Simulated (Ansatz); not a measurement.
BrF₃Ti (`[F][Ti]([F])([F])[Br]`), relaxed with RKS PBE0-D4/def2-TZVP in Ansatz from a PBE-D4/def2-SVP geometry. The force threshold is 0.005 eV/Å; the program also tests the step.

The species carries charge 0 and has multiplicity 1.

Start:

```xyz
5

F     0.726    0.600   -1.512
Ti    0.061   -0.079   -0.055
F    -0.951   -1.430   -0.471
F     1.362   -0.637    0.955
Br   -1.198    1.546    1.083
```

| step | energy (eV) | largest force (eV/Å) | largest move (Å) |
| --- | --- | --- | --- |
| 1 | -101302.4327 | 0.256 | 0.000 |
| 2 | -101302.4359 | 0.099 | 0.024 |
| 3 | -101302.4361 | 0.015 | 0.003 |
| 4 | -101302.4361 | 0.000 | 0.001 |

End:

```xyz
5

F     0.722    0.605   -1.508
Ti    0.062   -0.080   -0.056
F    -0.956   -1.425   -0.468
F     1.358   -0.631    0.958
Br   -1.187    1.531    1.074
```

Run time 20 s (4 threads of a server CPU on a shared host); peak host memory 0.55 GiB.
